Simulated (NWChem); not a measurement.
System: C$_{2}$H$_{8}$BN; SMILES BN(C)C

NWChem input:

```
start job
memory heap 200 mb stack 900 mb global 1100 mb
geometry units angstroms noautoz
  B     -0.000023     1.540214     0.000023
  H     -1.046339     2.122350     0.000306
  H      1.046275     2.122382    -0.000194
  N     -0.000002     0.147183    -0.000090
  C      1.217088    -0.655709    -0.000148
  C     -1.217067    -0.655746     0.000056
  H      1.260070    -1.303242     0.887289
  H      1.258923    -1.304570    -0.886720
  H      2.090923    -0.002128    -0.001613
  H     -1.259974    -1.303422    -0.887285
  H     -1.258939    -1.304466     0.886724
  H     -2.090922    -0.002192     0.001269
end
basis spherical
  * library def2-tzvp
end
dft
  xc b3lyp
  iterations 150
  semidirect filesize 400000000
  mulliken
end
task dft energy
```

NWChem printed, in part:

```
             Northwest Computational Chemistry Package (NWChem) 7.3.0
             --------------------------------------------------------

 C2V symmetry detected

                             Geometry "geometry" -> ""
                             -------------------------

 Output coordinates in angstroms (scale by  1.889725989 to convert to a.u.)

  No.       Tag          Charge          X              Y              Z
 ---- ---------------- ---------- -------------- -------------- --------------
    1 B                    5.0000     0.00000000     0.00000000     1.54373485
    2 H                    1.0000     1.04630702     0.00000000     2.12588685
    3 H                    1.0000    -1.04630702     0.00000000     2.12588685
    4 N                    7.0000     0.00000000     0.00000000     0.15070384
    5 C                    6.0000    -1.21707750     0.00000000    -0.65220666
    6 C                    6.0000     1.21707750     0.00000000    -0.65220666
    7 H                    1.0000    -1.25947646     0.88700456    -1.30040415
    8 H                    1.0000    -1.25947646    -0.88700456    -1.30040415
    9 H                    1.0000    -2.09092266     0.00000000     0.00136084
   10 H                    1.0000     1.25947646    -0.88700456    -1.30040415
   11 H                    1.0000     1.25947646     0.88700456    -1.30040415
   12 H                    1.0000     2.09092266     0.00000000     0.00136084

 Effective nuclear repulsion energy (a.u.)     121.1524583619

      Symmetry information
      --------------------

 Group name             C2v
 Group number             16
 Group order               4
 No. of unique centers     6

                                 NWChem DFT Module
                                 -----------------

 Summary of "ao basis" -> "ao basis" (spherical)
 ------------------------------------------------------------------------------
       Tag                 Description            Shells   Functions and Types
 ---------------- ------------------------------  ------  ---------------------
 B                         def2-tzvp                11       31   5s3p2d1f
 H                         def2-tzvp                 4        6   3s1p
 N                         def2-tzvp                11       31   5s3p2d1f
 C                         def2-tzvp                11       31   5s3p2d1f

      Symmetry analysis of basis
      --------------------------

        a1         65
        a2         24
        b1         51
        b2         32

            General Information
            -------------------
          SCF calculation type: DFT
          Wavefunction type:  closed shell.
          No. of atoms     :    12
          No. of electrons :    32
           Alpha electrons :    16
            Beta electrons :    16
          Charge           :     0
          Spin multiplicity:     1
          Use of symmetry is: on ; symmetry adaption is: on
          Maximum number of iterations: 150
          AO basis - number of functions:   172
                     number of shells:    76
          Convergence on energy requested:  1.00D-06
          Convergence on density requested:  1.00D-05
          Convergence on gradient requested:  5.00D-04

              XC Information
              --------------
                         B3LYP Method XC Potential
                     Hartree-Fock (Exact) Exchange  0.200
                        Slater Exchange Functional  0.800 local
                    Becke 1988 Exchange Functional  0.720 non-local
              Lee-Yang-Parr Correlation Functional  0.810
                  VWN I RPA Correlation Functional  0.190 local

             Grid Information
             ----------------
          Grid used for XC integration:  medium
          Radial quadrature: Mura-Knowles
          Angular quadrature: Lebedev.
          Tag              B.-S. Rad. Rad. Pts. Rad. Cut. Ang. Pts.
          ---              ---------- --------- --------- ---------
          B                   0.85       49          10.0       434
          H                   0.35       45          11.0       434
          N                   0.65       49           8.0       434
          C                   0.70       49          11.0       434
          Grid pruning is: on
          Number of quadrature shells:   282
          Spatial weights used:  Erf1

      Superposition of Atomic Density Guess
      -------------------------------------

 Sum of atomic energies:        -158.18739467

      Non-variational initial energy
      ------------------------------

 Total energy =    -160.744992
 1-e energy   =    -450.456402
 2-e energy   =     168.558952
 HOMO         =      -0.309603
 LUMO         =       0.012681

      Symmetry analysis of molecular orbitals - initial
      -------------------------------------------------

  Numbering of irreducible representations:

     1 a1          2 a2          3 b1          4 b2

  Orbital symmetries:

     1 a1          2 a1          3 b1          4 a1          5 a1
     6 b1          7 a1          8 a1          9 b2         10 b1
    11 a1         12 a2         13 a1         14 b1         15 b1
    16 b2         17 b2         18 a1         19 a1         20 b1
    21 a1         22 a1         23 b1         24 b2         25 a1
    26 a2

------------------------------------------------------------
EAF file 0: "./job.aoints.0" size=180879360 bytes
------------------------------------------------------------
               write      read    awrite     aread      wait
               -----      ----    ------     -----      ----
     calls:      345         0         0         0         0
   data(b): 1.81e+08  0.00e+00  0.00e+00  0.00e+00
   time(s): 0.00e+00  0.00e+00  0.00e+00  0.00e+00  0.00e+00
rate(mb/s): 0.00e+00  0.00e+00
------------------------------------------------------------

     ---------------------------------------------
      Total Density - Mulliken Population Analysis
     ---------------------------------------------

    Atom       Charge   Shell Charges
 -----------   ------   -------------------------------------------------------
    1 B    5     5.03   0.92  1.06  0.58  0.56  0.07  0.86  0.75  0.12  0.05  0.05  0.02
    2 H    1     1.02   0.25  0.52  0.24  0.01
    3 H    1     1.02   0.25  0.52  0.24  0.01
    4 N    7     7.19   0.82  1.16  0.56  0.79  0.11  1.52  1.76  0.41  0.01  0.06  0.00
    5 C    6     6.33   0.86  1.12  0.55  0.66  0.14  1.20  1.33  0.41  0.02  0.06  0.00
    6 C    6     6.33   0.86  1.12  0.55  0.66  0.14  1.20  1.33  0.41  0.02  0.06  0.00
    7 H    1     0.85   0.25  0.45  0.13  0.02
    8 H    1     0.85   0.25  0.45  0.13  0.02
    9 H    1     0.84   0.25  0.45  0.13  0.02
   10 H    1     0.85   0.25  0.45  0.13  0.02
   11 H    1     0.85   0.25  0.45  0.13  0.02
   12 H    1     0.84   0.25  0.45  0.13  0.02

   convergence    iter        energy       DeltaE   RMS-Dens  Diis-err
 ---------------- ----- ----------------- --------- --------- ---------
 d= 0,ls=0.0,diis     1   -160.6749785413 -2.82D+02  2.64D-03  5.17D-01
 d= 0,ls=0.0,diis     2   -160.7124136942 -3.74D-02  1.26D-03  7.80D-02
 d= 0,ls=0.0,diis     3   -160.7105311601  1.88D-03  6.43D-04  1.07D-01
 d= 0,ls=0.0,diis     4   -160.7206864458 -1.02D-02  1.35D-04  1.81D-03
 d= 0,ls=0.0,diis     5   -160.7208700756 -1.84D-04  4.20D-05  2.25D-04
  Resetting Diis
 d= 0,ls=0.0,diis     6   -160.7208991503 -2.91D-05  5.27D-06  1.64D-06
 d= 0,ls=0.0,diis     7   -160.7208993665 -2.16D-07  3.30D-06  1.75D-07

         Total DFT energy =     -160.720899366529
      One electron energy =     -454.560915805300
           Coulomb energy =      197.546172790303
    Exchange-Corr. energy =      -24.858614713470
 Nuclear repulsion energy =      121.152458361938

 Numeric. integr. density =       32.000001653016

                  Occupations of the irreducible representations
                  ----------------------------------------------

                     irrep           alpha         beta
                     --------     --------     --------
                     a1                8.0          8.0
                     a2                1.0          1.0
                     b1                5.0          5.0
                     b2                2.0          2.0

                       DFT Final Molecular Orbital Analysis
                       ------------------------------------

 Vector   14  Occ=2.000000D+00  E=-3.720133D-01  Symmetry=a1
              MO Center= -1.5D-14,  3.3D-15,  5.6D-01, r^2= 3.4D+00
   Bfn.  Coefficient  Atom+Function         Bfn.  Coefficient  Atom+Function
  ----- ------------  ---------------      ----- ------------  ---------------
    51     -0.255526   4 N  pz                8      0.253564   1 B  pz
    54     -0.180901   4 N  pz               82      0.151903   5 C  pz
   113      0.151903   6 C  pz               11      0.143257   1 B  pz
    33      0.109785   2 H  s                39      0.109785   3 H  s
    85      0.106965   5 C  pz              116      0.106965   6 C  pz

 Vector   15  Occ=2.000000D+00  E=-3.166235D-01  Symmetry=b1
              MO Center=  2.4D-15,  3.6D-16,  1.7D+00, r^2= 2.2D+00
   Bfn.  Coefficient  Atom+Function         Bfn.  Coefficient  Atom+Function
  ----- ------------  ---------------      ----- ------------  ---------------
     6      0.295139   1 B  px               33      0.216020   2 H  s
    39     -0.216020   3 H  s                 9      0.184972   1 B  px
    34      0.156555   2 H  s                40     -0.156555   3 H  s
    32      0.146728   2 H  s                38     -0.146728   3 H  s
    82      0.083262   5 C  pz              113     -0.083262   6 C  pz

 Vector   16  Occ=2.000000D+00  E=-2.650722D-01  Symmetry=b2
              MO Center=  3.7D-15,  5.0D-16,  4.4D-02, r^2= 2.3D+00
   Bfn.  Coefficient  Atom+Function         Bfn.  Coefficient  Atom+Function
  ----- ------------  ---------------      ----- ------------  ---------------
    50      0.355591   4 N  py               53      0.305475   4 N  py
    56      0.241532   4 N  py                7      0.174590   1 B  py
    10      0.129972   1 B  py              138     -0.107431   7 H  s
   139     -0.107684   7 H  s               144      0.107431   8 H  s
   145      0.107684   8 H  s               156      0.107431  10 H  s

 Vector   17  Occ=0.000000D+00  E=-2.868280D-03  Symmetry=b2
              MO Center=  2.3D-15,  2.8D-15,  1.4D+00, r^2= 3.9D+00
   Bfn.  Coefficient  Atom+Function         Bfn.  Coefficient  Atom+Function
  ----- ------------  ---------------      ----- ------------  ---------------
    13      0.669459   1 B  py               56     -0.360520   4 N  py
    10      0.305029   1 B  py                7      0.292146   1 B  py
    50     -0.213595   4 N  py              139      0.196137   7 H  s
   145     -0.196137   8 H  s               157     -0.196137  10 H  s
   163      0.196137  11 H  s                53     -0.169496   4 N  py

 Vector   18  Occ=0.000000D+00  E= 2.695463D-02  Symmetry=a1
              MO Center= -1.2D-13, -2.1D-14, -8.7D-01, r^2= 7.7D+00
   Bfn.  Coefficient  Atom+Function         Bfn.  Coefficient  Atom+Function
  ----- ------------  ---------------      ----- ------------  ---------------
    79      3.087233   5 C  s               110      3.087233   6 C  s
     5     -1.360792   1 B  s               139     -1.232595   7 H  s
   145     -1.232595   8 H  s               157     -1.232595  10 H  s
   163     -1.232595  11 H  s               151     -0.855184   9 H  s
   169     -0.855184  12 H  s                57      0.465246   4 N  pz

 Vector   19  Occ=0.000000D+00  E= 6.945139D-02  Symmetry=b1
              MO Center=  1.7D-13,  1.6D-15, -7.3D-01, r^2= 1.0D+01
   Bfn.  Coefficient  Atom+Function         Bfn.  Coefficient  Atom+Function
  ----- ------------  ---------------      ----- ------------  ---------------
    79      4.952291   5 C  s               110     -4.952291   6 C  s
   139     -1.450943   7 H  s               145     -1.450943   8 H  s
   157      1.450943  10 H  s               163      1.450943  11 H  s
    12      1.425763   1 B  px               55      1.427267   4 N  px
    34     -0.935869   2 H  s                40      0.935869   3 H  s

------------------------------------------------------------
EAF file 0: "./job.aoints.0" size=211288064 bytes
------------------------------------------------------------
               write      read    awrite     aread      wait
               -----      ----    ------     -----      ----
     calls:      403         6         0      2412      2412
   data(b): 2.11e+08  3.15e+06  0.00e+00  1.26e+09
   time(s): 0.00e+00  0.00e+00  0.00e+00  0.00e+00  0.00e+00
rate(mb/s): 0.00e+00  0.00e+00
------------------------------------------------------------

     ---------------------------------------------
      Total Density - Mulliken Population Analysis
     ---------------------------------------------

    Atom       Charge   Shell Charges
 -----------   ------   -------------------------------------------------------
    1 B    5     5.08   0.91  1.06  0.52  0.49  0.06  1.04  0.74  0.14  0.05  0.05  0.02
    2 H    1     1.04   0.27  0.51  0.25  0.01
    3 H    1     1.04   0.27  0.51  0.25  0.01
    4 N    7     7.05   0.82  1.15  0.55  0.76  0.14  1.58  1.57  0.40  0.01  0.06  0.00
    5 C    6     6.25   0.85  1.12  0.52  0.63  0.15  1.33  1.18  0.39  0.02  0.05  0.01
    6 C    6     6.25   0.85  1.12  0.52  0.63  0.15  1.33  1.18  0.39  0.02  0.05  0.01
    7 H    1     0.89   0.28  0.48  0.11  0.02
    8 H    1     0.89   0.28  0.48  0.11  0.02
    9 H    1     0.87   0.28  0.48  0.09  0.02
   10 H    1     0.89   0.28  0.48  0.11  0.02
   11 H    1     0.89   0.28  0.48  0.11  0.02
   12 H    1     0.87   0.28  0.48  0.09  0.02

     -------------------------------------------
      Total Density - Lowdin Population Analysis
     -------------------------------------------

    Atom       Charge   Shell Charges
 -----------   ------   -------------------------------------------------------
    1 B    5     5.45   0.95  1.00  0.35  0.31  0.16  0.89  0.95  0.35  0.08  0.32  0.10
    2 H    1     0.95   0.25  0.43  0.24  0.03
    3 H    1     0.95   0.25  0.43  0.24  0.03
    4 N    7     6.81   0.89  1.06  0.39  0.37  0.19  1.38  1.52  0.74  0.01  0.25  0.02
    5 C    6     6.27   0.91  1.04  0.38  0.35  0.17  1.14  1.34  0.59  0.03  0.30  0.04
    6 C    6     6.27   0.91  1.04  0.38  0.35  0.17  1.14  1.34  0.59  0.03  0.30  0.04
    7 H    1     0.89   0.26  0.40  0.17  0.06
    8 H    1     0.89   0.26  0.40  0.17  0.06
    9 H    1     0.87   0.26  0.39  0.16  0.06
   10 H    1     0.89   0.26  0.40  0.17  0.06
   11 H    1     0.89   0.26  0.40  0.17  0.06
   12 H    1     0.87   0.26  0.39  0.16  0.06

     Multipole analysis of the density
     ---------------------------------

     L   x y z        total         alpha         beta         nuclear
     -   - - -        -----         -----         ----         -------
     0   0 0 0      0.000000    -16.000000    -16.000000     32.000000

     1   1 0 0     -0.000000     -0.000000     -0.000000      0.000000
     1   0 1 0     -0.000000     -0.000000     -0.000000      0.000000
     1   0 0 1     -0.787907     -0.393953     -0.393953      0.000000

     2   2 0 0    -19.653019    -72.416353    -72.416353    125.179687
     2   1 1 0     -0.000000     -0.000000     -0.000000      0.000000
     2   1 0 1     -0.000000     -0.000000     -0.000000     -0.000000
     2   0 2 0    -20.500528    -15.869527    -15.869527     11.238526
     2   0 1 1      0.000000      0.000000      0.000000     -0.000000
     2   0 0 2    -22.677295    -70.229154    -70.229154    117.781013
```

Level: B3LYP/def2-TZVP. Geometry: optimised at B3LYP/6-31G* (spherical d).
